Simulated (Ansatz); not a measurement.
Basis-set extrapolation for CH4N2SSi, SMILES `N=C1N[SiH2]S1` (PBE0-D4/def2-TZVP geometry, frozen core, the Gaussian-basis code of Ansatz). Multiplicity 1, RHF reference.

```json
{"": "HF", "def2-TZVPP": "-835.674379", "def2-QZVPP": "-835.701356"}
{"": "MP2 correlation", "def2-TZVPP": "-0.849371", "def2-QZVPP": "-0.913322"}
{"": "CCSD(T) correlation", "def2-TZVPP": "-0.925439", "def2-QZVPP": "not run"}
```

Energies in hartree. Use E(X) = E(∞) + A·exp(−7.88·√X) for Hartree–Fock and E(X) = E(∞) + B·X^(−2.97) for correlation, with X = 3 and 4, and add CCSD(T) minus MP2 of the smaller set to the MP2 limit.

**Question.** What is the CCSD(T) energy at the basis-set limit?

**Answer.** HF limit: -835.701356 + (-0.026977) × 0.13774 = -835.70507. MP2 limit: -0.913322 + (-0.063951) × 0.74074 = -0.96069. Higher-order term: -0.925439 − (-0.849371) = -0.07607. Total: -836.74183 hartree, 89.1 kcal/mol below CCSD(T)/def2-TZVPP.
